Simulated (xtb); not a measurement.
Cl2Sn, charge +1, doublet, geometry from GFN2-xTB (such geometries of metal compounds can be far from the true shape) (a state made from the parent by changing its charge; the spin is typed, not shown lowest), atoms displaced at random by about 0.1 Å a coordinate; GFN1-xTB (xtb 6.7.1).

xtb was given this input:
```
$ xtb mol.xyz --gfn 1 --chrg 1 --uhf 1 --opt --input xcontrol --json

# file mol.xyz
3

Sn    -0.04757038    -0.06700107     0.46471811
Cl     1.24358989     1.68710555    -0.68047346
Cl    -1.21681968    -1.58518959    -0.60614071

# file xcontrol
$opt
  engine=inertial
$end
```

Output, abridged:

```
   ID    Z sym.   atoms
    1   50 Sn     1
    2   17 Cl     2, 3

           -------------------------------------------------
          |                Calculation Setup                |
           -------------------------------------------------

           -------------------------------------------------
          |                 G F N 1 - x T B                 |
           -------------------------------------------------

          ...................................................
          :                      SETUP                      :
          :.................................................:
          :  # basis functions                  30          :
          :  # atomic orbitals                  27          :
          :  # shells                            9          :
          :  # electrons                        17          :
          :  # halogen bonds                     0          :
          :  max. iterations                   250          :
          :  Hamiltonian                  GFN1-xTB          :
          :  restarted?                      false          :
          :  GBSA solvation                  false          :
          :  PC potential                    false          :
          :  electronic temp.          300.0000000     K    :
          :  accuracy                    1.0000000          :
          :  -> integral cutoff          0.2500000E+02      :
          :  -> integral neglect         0.1000000E-07      :
          :  -> SCF convergence          0.1000000E-05 Eh   :
          :  -> wf. convergence          0.2000000E-04 e    :
          :  Broyden damping             0.4000000          :
          :  net charge                          1          :
          :  unpaired electrons                  1          :
          ...................................................

 iter      E             dE          RMSdq      gap      omega  full diag
   1    -10.4340869 -0.104341E+02  0.599E+00    2.80       0.0  T
   2    -10.5433717 -0.109285E+00  0.413E+00    4.15       1.0  T
   3    -10.5461297 -0.275797E-02  0.268E+00    4.04       1.0  T
   4    -10.5434892  0.264053E-02  0.119E+00    3.92       1.0  T
   5    -10.5462982 -0.280897E-02  0.572E-02    3.97       1.0  T
   6    -10.5463063 -0.812401E-05  0.913E-03    3.97       6.3  T
   7    -10.5463064 -0.153850E-06  0.224E-03    3.97      25.8  T
   8    -10.5463064 -0.640954E-08  0.178E-04    3.97     324.3  T
   9    -10.5463064 -0.309264E-10  0.107E-04    3.97     538.4  T

   *** convergence criteria satisfied after 9 iterations ***

         :::::::::::::::::::::::::::::::::::::::::::::::::::::
         ::                     SUMMARY                     ::
         :::::::::::::::::::::::::::::::::::::::::::::::::::::
         :: total energy             -10.536514824125 Eh    ::
         :: gradient norm              0.073067828687 Eh/a0 ::
         :: HOMO-LUMO gap              3.973163729188 eV    ::
         ::.................................................::
         :: SCC energy               -10.546306443720 Eh    ::
         :: -> electrostatic           0.112201551943 Eh    ::
         :: repulsion energy           0.010931849554 Eh    ::
         :: dispersion energy         -0.001140229960 Eh    ::
         :: halogen bond corr.         0.000000000000 Eh    ::
         :: add. restraining           0.000000000000 Eh    ::
         :: total charge               1.000000000000 e     ::
         :::::::::::::::::::::::::::::::::::::::::::::::::::::

      -----------------------------------------------------------
     |              Fast Inertial Relaxation Engine              |
      -----------------------------------------------------------

          ...................................................
          :                      SETUP                      :
          :.................................................:
          :   energy convergence        0.5000000E-05 Eh    :
          :   grad. convergence         0.1000000E-02 Eh/a0 :
          :   optimization log               true           :
          :   writing optlog all                1     steps :
          :   Hessian reset                    20     steps :
          :   time step scaling                 5     steps :
          :   maximium step len.        1.0000000     a0    :
          :   initial time step         0.2500000     fs    :
          :   maximum time step         1.2500000     fs    :
          :   power reset thr           0.0000000     au    :
          :   alpha parameter           0.1000000           :
          :   BFGS update                   false           :
          :   preconditioning               false           :
          ...................................................

........................................................................
.............................. CYCLE    1 ..............................
........................................................................

 iter      E             dE          RMSdq      gap      omega  full diag
   1    -10.5465566 -0.105466E+02  0.408E-02    3.97       0.0  T
   2    -10.5465591 -0.250634E-05  0.346E-02    3.97       1.7  T
   3    -10.5465617 -0.257955E-05  0.540E-03    3.97      10.7  T
   4    -10.5465617 -0.677927E-08  0.252E-03    3.97      22.9  T
   5    -10.5465617 -0.376159E-08  0.196E-05    3.97    2950.5  T
   6    -10.5465617 -0.657252E-13  0.743E-07    3.97   77672.6  T
 * total energy  :   -10.5371249 Eh     change    :  -0.6101211E-03 Eh
   gradient norm :     0.0694489 Eh/a0  converged?    E=F G=F D=F
   time step     :     0.2500000 fs     power     :   0.3156292E-07
   step length   :     0.0085634 a0     speed     :   0.8285544E-03

........................................................................
.............................. CYCLE    2 ..............................
........................................................................

[...]
 * total energy  :   -10.5442431 Eh     change    :  -0.1020198E-05 Eh
 * total energy  :   -10.5442443 Eh     change    :  -0.1184570E-05 Eh
 * total energy  :   -10.5442457 Eh     change    :  -0.1353892E-05 Eh
 * total energy  :   -10.5442472 Eh     change    :  -0.1526221E-05 Eh
 * total energy  :   -10.5442483 Eh     change    :  -0.1068229E-05 Eh
 * total energy  :   -10.5442494 Eh     change    :  -0.1082502E-05 Eh
 * total energy  :   -10.5442505 Eh     change    :  -0.1101992E-05 Eh
 * total energy  :   -10.5442516 Eh     change    :  -0.1128695E-05 Eh
 * total energy  :   -10.5442527 Eh     change    :  -0.1163317E-05 Eh
 * total energy  :   -10.5442541 Eh     change    :  -0.1330910E-05 Eh
 * total energy  :   -10.5442556 Eh     change    :  -0.1532410E-05 Eh
 * total energy  :   -10.5442574 Eh     change    :  -0.1772269E-05 Eh
 * total energy  :   -10.5442594 Eh     change    :  -0.2052452E-05 Eh
   *** GEOMETRY OPTIMIZATION CONVERGED AFTER 51 CYCLES ***
[...]
          :.................................................:
          :  # basis functions                  30          :
          :  # atomic orbitals                  27          :
          :  # shells                            9          :
          :  # electrons                        17          :
          :  # halogen bonds                     0          :
          :  max. iterations                   250          :
          :  Hamiltonian                  GFN1-xTB          :
          :  restarted?                      false          :
          :  GBSA solvation                  false          :
          :  PC potential                    false          :
          :  electronic temp.          300.0000000     K    :
          :  accuracy                    1.0000000          :
          :  -> integral cutoff          0.2500000E+02      :
          :  -> integral neglect         0.1000000E-07      :
          :  -> SCF convergence          0.1000000E-05 Eh   :
          :  -> wf. convergence          0.2000000E-04 e    :
          :  Broyden damping             0.4000000          :
          :  net charge                          1          :
          :  unpaired electrons                  1          :
          ...................................................

 iter      E             dE          RMSdq      gap      omega  full diag
   1    -10.5507288 -0.105507E+02  0.709E-07    4.00       0.0  T
   2    -10.5507288 -0.532907E-14  0.421E-07    4.00  100000.0  T
   3    -10.5507288 -0.177636E-13  0.743E-08    4.00  100000.0  T

   *** convergence criteria satisfied after 3 iterations ***

         :::::::::::::::::::::::::::::::::::::::::::::::::::::
         ::                     SUMMARY                     ::
         :::::::::::::::::::::::::::::::::::::::::::::::::::::
         :: total energy             -10.544259437686 Eh    ::
         :: gradient norm              0.000997026762 Eh/a0 ::
         :: HOMO-LUMO gap              4.004059588580 eV    ::
         ::.................................................::
         :: SCC energy               -10.550728773556 Eh    ::
         :: -> electrostatic           0.111712791816 Eh    ::
         :: repulsion energy           0.007612737293 Eh    ::
         :: dispersion energy         -0.001143401422 Eh    ::
         :: halogen bond corr.         0.000000000000 Eh    ::
         :: add. restraining           0.000000000000 Eh    ::
         :: total charge               1.000000000000 e     ::
         :::::::::::::::::::::::::::::::::::::::::::::::::::::

           -------------------------------------------------
          |                Property Printout                |
           -------------------------------------------------

    * Orbital Energies and Occupations

         #    Occupation            Energy/Eh            Energy/eV
      -------------------------------------------------------------
         1        2.0000           -1.1987526             -32.6197
         2        2.0000           -1.1333808             -30.8409
         3        2.0000           -1.1063097             -30.1042
         4        2.0000           -0.7024735             -19.1153
         5        2.0000           -0.6848523             -18.6358
         6        2.0000           -0.6819616             -18.5571
         7        2.0000           -0.6738683             -18.3369
         8        2.0000           -0.6697720             -18.2254
         9        1.0000           -0.6411571             -17.4468 (HOMO)
        10                         -0.4940107             -13.4427 (LUMO)
        11                         -0.4382577             -11.9256
        12                         -0.3874218             -10.5423
        13                         -0.3156399              -8.5890
        14                         -0.3074584              -8.3664
        15                         -0.2905523              -7.9063
        16                         -0.2710705              -7.3762
        17                         -0.2685886              -7.3087
        18                         -0.2684465              -7.3048
        19                         -0.2670408              -7.2665
        20                         -0.2660087              -7.2385
       ...                                ...                  ...
        27                          0.3427844               9.3276
      -------------------------------------------------------------
                  HL-Gap            0.1471465 Eh            4.0041 eV
             Fermi-level           -0.6115211 Eh          -16.6403 eV

  Mulliken/CM5 charges         n(s)   n(p)   n(d)
     1Sn    0.63954  0.65196   1.978  1.020  0.362
     2Cl    0.18023  0.17402   1.943  4.881 -0.004
     3Cl    0.18023  0.17401   1.943  4.881 -0.004

Wiberg/Mayer (AO) data.
largest (>0.10) Wiberg bond orders for each atom

 ---------------------------------------------------------------------------
     #   Z sym  total        # sym  WBO       # sym  WBO       # sym  WBO
 ---------------------------------------------------------------------------
     1  50 Sn   2.314 --     2 Cl   1.157     3 Cl   1.157
     2  17 Cl   1.494 --     1 Sn   1.157     3 Cl   0.337
     3  17 Cl   1.494 --     1 Sn   1.157     2 Cl   0.337
 ---------------------------------------------------------------------------

Topologies differ in total number of bonds
Writing topology from bond orders to xtbtopo.mol

 dipole moment from electron density (au)
     X       Y       Z
   0.0163   0.0110   0.9852  total (Debye):    2.505

optimized geometry written to: xtbopt.xyz

           -------------------------------------------------
          | TOTAL ENERGY              -10.544259437686 Eh   |
          | GRADIENT NORM               0.000997026762 Eh/α |
          | HOMO-LUMO GAP               4.004059588580 eV   |
           -------------------------------------------------

normal termination of xtb
```
